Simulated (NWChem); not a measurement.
CH4FNSi2; SMILES C1=N[Si@@H]([SiH2]1)F

```xyz
9

F     -0.5180    -2.0717    -0.5419
Si    -0.0305    -0.8417     0.3993
N      1.4810    -0.0734    -0.1703
C      1.1246     1.1595    -0.2835
Si    -0.7811     1.3302    -0.0176
H      0.1131    -1.3962     1.7732
H      1.8826     1.9299    -0.5271
H     -1.2760     2.2890     1.0199
H     -1.5154     1.5763    -1.2967
```
Atoms are numbered in this order, from 1.

Results from NWChem. Pople sets run with spherical d functions. Structure relaxed at the PBE0/def2-SVP level. Vzz is the largest principal value of the second derivative of the potential at the nucleus (NWChem prints the opposite sign); η is the asymmetry. Non-relativistic.

```json
[
 {"level": "PBE0/6-31G*", "Vzz N3 (a.u.)": "-0.921", "η N3": "0.91", "relative time": "2"},
 {"level": "PBE0/def2-TZVP", "Vzz N3 (a.u.)": "1.006", "η N3": "0.95", "relative time": "5"},
 {"level": "Hartree-Fock/cc-pVTZ", "Vzz N3 (a.u.)": "1.154", "η N3": "0.93", "relative time": "7"},
 {"level": "Hartree-Fock/def2-SVP", "Vzz N3 (a.u.)": "-1.101", "η N3": "0.99", "relative time": "1"}
]
```

Times are rough ratios from one shared machine.
